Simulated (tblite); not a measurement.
Compound: C5H6F3P.
Atom-mapped SMILES: `[CH2:1]=[CH:2][C@@H:3]1[PH:4][C@@H:5]1[C:6]([F:7])([F:8])[F:9]` (hydrogens: H10, H11 on C1; H12 on C2; H13 on C3; H14 on P4; H15 on C5)

Geometry (GFN2-xTB, Å), atoms numbered from 1 in this order:
```
atom  x, y, z in Å
C1    -2.083    1.438    0.022
C2    -1.145    0.552    0.319
C3    -0.376   -0.170   -0.701
P4    -0.155   -2.027   -0.577
C5     1.050   -0.622   -0.463
C6     1.765   -0.275    0.806
F7     3.007   -0.786    0.819
F8     1.907    1.055    0.964
F9     1.169   -0.719    1.924
H10   -2.326    1.688   -0.997
H11   -2.636    1.950    0.789
H12   -0.924    0.322    1.353
H13   -0.567    0.179   -1.713
H14   -0.418   -2.074    0.796
H15    1.727   -0.503   -1.306
```

All values are computed: GFN2-xTB (tblite) harmonic vibrations without scaling, gas phase. Against measured fundamentals such values can be off by several per cent, at times by over 20. Modes of hydrogen on phosphorus can be 10 to 20 % off. One conformer, not necessarily the lowest.

Harmonic wavenumbers (cm⁻¹): 41.9, 74.1, 134.2, 180.3, 248.7, 261.4, 323.6, 346.6, 444.3, 466.4, 517.7, 566.6, 627.4, 676.8, 707.1, 791.7, 804.2, 883.9, 899.2, 927.3, 996.6, 997.4, 1025.1, 1034.9, 1042.2, 1083.7, 1170.1, 1211.3, 1257.3, 1300.8, 1325.9, 1411.0, 1685.3, 2287.6, 2999.9, 3011.8, 3075.1, 3108.7, 3144.9.

A = 1866, B = 1131, C = 844.4 MHz; mass 154.016 u (most abundant isotopes); point group C1, symmetry number 1.

Question: What is the zero-point energy?

Answer: Half the sum of the wavenumbers: 21546 cm⁻¹ = 61.60 kcal/mol.

Question: Entropy at 273.15 K, 1 bar (ideal gas, RRHO, classical rotation)?

Answer: Translation 40.60, rotation 29.32, vibration 23.19: S = 93.1 cal/(mol K).

Question: And Cp and H(273.15 K) − H(0)?

Answer: Cp = 33.60 cal/(mol K), of which vibrations give 25.65 (their classical limit is 39 R = 77.5); H(273.15 K) − H(0) = 5.58 kcal/mol without the zero-point energy, 3.41 from vibrations.

Question: How do the functions run with temperature in this model?

Answer: 
| T (K) | S (cal/(mol K)) | Cp (cal/(mol K)) | H − H(0) (kcal/mol) | G − H(0) (kcal/mol) | ln q(vib) |
| --- | --- | --- | --- | --- | --- |
| 150 | 76.9 | 21.6 | 2.18 | -9.36 | 2.61 |
| 250 | 90.2 | 31.3 | 4.83 | -17.73 | 4.86 |
| 298.15 | 96.1 | 36.0 | 6.45 | -22.22 | 5.97 |
| 400 | 108.0 | 44.7 | 10.57 | -32.62 | 8.33 |
| 600 | 128.6 | 56.7 | 20.81 | -56.33 | 12.92 |
| 900 | 153.7 | 66.8 | 39.49 | -98.82 | 19.30 |

q(vib) and H(0) count from the zero-point level.

Question: Which modes carry the vibrational entropy at 273.15 K?

Answer: 41.9 cm⁻¹: 4.99; 74.1 cm⁻¹: 3.87; 134.2 cm⁻¹: 2.72; 180.3 cm⁻¹: 2.16; 248.7 cm⁻¹: 1.59; 261.4 cm⁻¹: 1.50 cal/(mol K); the other 33 give 6.35 together.

Question: What must be added to the electronic energy to get the Gibbs energy at 273.15 K and 1 bar?

Answer: ZPE + [H(273.15 K) − H(0)] − T·S = 61.60 + 5.58 − 25.43 = 41.75 kcal/mol.

Hindered rotation and anharmonicity are outside this model. Other conformers, if any are populated, would add a mixing term that is left out. The structure is chiral; the term R ln 2 for an equal mix with its mirror image is left out.

Time: 0.52 s of wall time. Hardware: an Arm Neoverse V1 with one thread, shared host with 32 logical CPUs at a one-minute load of 24. This covers the Hessian and the dipole derivatives.
